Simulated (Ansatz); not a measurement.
Calculated with Ansatz (gas phase, PBE0-D4/def2-TZVP geometries, no zero-point term in ΔE). CCSD(T)/CBS is the MP2 limit (def2-TZVPP, def2-QZVPP) plus CCSD(T) − MP2 in def2-TZVPP, frozen cores. DFT in def2-TZVPP. B3LYP here is the variant with VWN-RPA as its local correlation; programs differ in this. One conformer a species, not always the lowest.

Reaction (isomerisation): `N[SiH2]C(Cl)Cl` → `NC[SiH](Cl)Cl`

`N[SiH2]C(Cl)Cl`:

```xyz
10

N    -1.453   -0.821    0.546
Si    0.229   -0.606    0.368
C     0.724    1.009   -0.508
Cl    2.495    1.060   -0.633
Cl   -0.048    1.069   -2.110
H    -2.052   -0.969   -0.250
H    -1.953   -0.431    1.326
H     0.831   -0.550    1.723
H     0.807   -1.677   -0.474
H     0.421    1.916    0.013
```

`NC[SiH](Cl)Cl`:

Z-matrix (Å, degrees):
```
C
Si 1 1.874
N 1 1.458 2 114.9
H 1 1.095 2 108.6 3 -122.7
H 1 1.095 2 108.6 3 122.7
Cl 2 2.053 1 108.4 3 58.6
Cl 2 2.052 1 108.4 3 -58.7
H 2 1.480 1 116.0 3 180.0
H 3 1.013 1 110.5 2 -59.1
H 3 1.013 1 110.6 2 59.1
```

| level | ΔE (kJ/mol) | difference from CCSD(T)/CBS |
| --- | --- | --- |
| PBE-D4 | -199.1 | 0.2 |
| r2SCAN-D4 | -205.4 | -6.1 |
| B3LYP-D4 | -198.9 | 0.4 |
| ωB97X-V | -201.8 | -2.5 |
| ωB97M-V | -203.4 | -4.1 |
| B2PLYP | -199.6 | -0.3 |
| r2SCAN | -205.3 | -6.0 |
| B3LYP | -198.4 | 0.9 |
| HF/def2-TZVPP | -209.7 | -10.4 |
| CCSD/def2-TZVPP | -201.6 | -2.3 |
| HF/def2-QZVPP | -209.0 | -9.7 |
| MP2/def2-QZVPP | -202.6 | -3.3 |
| SCS-MP2/def2-QZVPP | -198.4 | 0.9 |
| HF/CBS(def2) | -208.9 | -9.6 |
| MP2/CBS(def2) | -203.1 | -3.8 |
| CCSD/CBS(def2) | -202.0 | -2.7 |
| CCSD(T)/CBS | -199.3 | 0 |

Largest T1 diagnostic among the species: 0.010.

From PBE to PBE0 (25 % exact exchange), in def2-TZVPP and without D4, ΔE moves by −6.9 kJ/mol. In def2-TZVPP, CCSD(T) changes the Hartree–Fock value by +11.0 kJ/mol (the triples alone add +2.8 kJ/mol) and MP2 by +7.2 kJ/mol.
